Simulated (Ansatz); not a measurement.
A made-up structure of H2SeSO, singlet:

S1  (1.550, 0.372, 0.342)
O2  (-0.120, -0.039, 0.953)
Se3  (-0.981, -1.216, 0.174)
H4  (-1.599, -0.357, -0.904)
H5  (1.122, 1.255, -0.599)
(Å)

It is relaxed with PBE-D4/def2-SVP and then PBE0-D4/def2-TZVP (Ansatz 0.2.0). Atoms count as bonded within 1.22 times the sum of their covalent radii (H–H: 0.88 Å). The end point is not checked to be a true minimum.

Question: Does its bonding change? (Judge from chemistry; the calculation decides.)

Answer: By the calculation: No: no bond forms or breaks.

Where it ends: The first stage lowers the energy by 0.51 eV in 6 steps. It ends as H₂SeSO ([SH][O][SeH]):
```csv
atom,x (Å),y (Å),z (Å)
S1,1.4815,0.3579,0.3552
O2,-0.0227,0.0269,0.9547
Se3,-1.0252,-1.2610,0.1376
H4,-1.5849,-0.3621,-0.8908
H5,1.1227,1.2534,-0.5901
```

Labels in which every atom is bracketed show which atoms are joined, not bond orders.

For scale, one of the runs: PBE0-D4/def2-TZVP relaxation, 128 basis functions, launched by `ansatz run in.yaml --threads 2 --pin off --events-out ev --progress --plain --max-ram 4352MiB`. Hardware: 2 CPU threads of an Arm Neoverse V2, shared host. Wall time about 17 s.
